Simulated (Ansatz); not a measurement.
A nudged elastic band was laid between two geometries of AlClFH5N2 (10 atoms, charge 0, multiplicity 1).

Level of theory: RKS r2SCAN-D4/def2-SVP (Ansatz 0.2.0).

| Item | Value |
| --- | --- |
| movable images | 9 |
| climbing image | yes |
| spring | 5.0 eV/Å² |
| optimiser | quadratic models (default) |
| start path | through a guess of the saddle point |
| force threshold | 0.03 eV/Å |
| iteration limit | 60 |
| end points | relaxed |

Initial state:

```xyz
10
Properties=species:S:1:pos:R:3
Al 0.003 0.199 -0.067
Cl -0.178 -0.257 2.104
N 1.559 0.104 -0.911
H 1.800 -0.641 -1.556
H 2.403 0.597 -0.638
N -1.554 -0.070 -0.861
H -2.389 -0.401 -0.391
H -1.746 0.089 -1.844
F 0.190 2.043 0.715
H 0.069 1.633 1.599
```

Final state:

```xyz
10
Properties=species:S:1:pos:R:3
Al 0.018 0.607 -0.439
Cl -0.008 0.138 2.530
N 1.596 -0.005 -0.935
H 1.763 -0.829 -1.501
H 2.480 0.365 -0.603
N -1.543 0.011 -1.003
H -1.709 -0.857 -1.499
H -2.430 0.451 -0.781
F 0.003 2.087 0.404
H -0.014 1.328 1.976
```

(1) What changes between the two ends?

(2) What energy profile does the band end with?

(3) What is the geometry of the highest image?

The band took 20 iterations and of the order of 23 core-minutes.

## Answers

(1) Bonds broken: Al1–Cl2, F9–H10. Bonds formed: Cl2–H10. AlClFH5N2 becomes AlFH4N2 + ClH.

(2) The run converged. The highest image is number 5 of 0 to 10, 12.1 kJ/mol above the first end and 6.2 kJ/mol above the last; the last end lies 5.9 kJ/mol above the first. The profile has 2 maxima (images 2, 5) with wells between them (image 4): this band takes more than one step, which may be the mechanism or a detour left from its start path. A vibrational analysis at the climbing image gives one clearly imaginary mode, 268i cm⁻¹: a first-order saddle point. The orbitals stay closed-shell, which can raise the energy where a bond breaks towards radicals; this wasn't checked here.

```json
{"image": "0", "path coordinate (Å)": "0.00", "energy (kJ/mol)": "0.0", "Al1–Cl2 (Å)": "2.23", "F9–H10 (Å)": "0.98", "Cl2–H10 (Å)": "1.97"}
{"image": "1", "path coordinate (Å)": "0.65", "energy (kJ/mol)": "2.5", "Al1–Cl2 (Å)": "2.21", "F9–H10 (Å)": "0.97", "Cl2–H10 (Å)": "2.03"}
{"image": "2", "path coordinate (Å)": "1.31", "energy (kJ/mol)": "6.5", "Al1–Cl2 (Å)": "2.21", "F9–H10 (Å)": "0.97", "Cl2–H10 (Å)": "2.03"}
{"image": "3", "path coordinate (Å)": "1.96", "energy (kJ/mol)": "4.6", "Al1–Cl2 (Å)": "2.22", "F9–H10 (Å)": "0.98", "Cl2–H10 (Å)": "1.98"}
{"image": "4", "path coordinate (Å)": "2.61", "energy (kJ/mol)": "0.7", "Al1–Cl2 (Å)": "2.21", "F9–H10 (Å)": "0.97", "Cl2–H10 (Å)": "2.04"}
{"image": "5", "path coordinate (Å)": "3.27", "energy (kJ/mol)": "12.1", "Al1–Cl2 (Å)": "2.46", "F9–H10 (Å)": "1.29", "Cl2–H10 (Å)": "1.47"}
{"image": "6", "path coordinate (Å)": "3.55", "energy (kJ/mol)": "9.4", "Al1–Cl2 (Å)": "2.64", "F9–H10 (Å)": "1.55", "Cl2–H10 (Å)": "1.35"}
{"image": "7", "path coordinate (Å)": "3.83", "energy (kJ/mol)": "8.0", "Al1–Cl2 (Å)": "2.77", "F9–H10 (Å)": "1.66", "Cl2–H10 (Å)": "1.33"}
{"image": "8", "path coordinate (Å)": "4.11", "energy (kJ/mol)": "6.9", "Al1–Cl2 (Å)": "2.88", "F9–H10 (Å)": "1.71", "Cl2–H10 (Å)": "1.32"}
{"image": "9", "path coordinate (Å)": "4.39", "energy (kJ/mol)": "6.2", "Al1–Cl2 (Å)": "2.96", "F9–H10 (Å)": "1.73", "Cl2–H10 (Å)": "1.32"}
{"image": "10", "path coordinate (Å)": "4.67", "energy (kJ/mol)": "5.9", "Al1–Cl2 (Å)": "3.01", "F9–H10 (Å)": "1.75", "Cl2–H10 (Å)": "1.31"}
```

(3) 
```xyz
10
Properties=species:S:1:pos:R:3
Al 0.002 0.436 -0.217
Cl 0.236 0.318 2.226
N 1.572 -0.146 -0.781
H 1.807 -0.331 -1.750
H 2.393 -0.268 -0.198
N -1.556 -0.027 -0.907
H -1.773 -0.941 -1.289
H -2.403 0.530 -0.850
F -0.147 2.130 0.380
H 0.024 1.594 1.537
```

Run time: 6 min on 4 threads of Arm Neoverse V1, with other jobs on the host, peak memory 0.18 GiB.
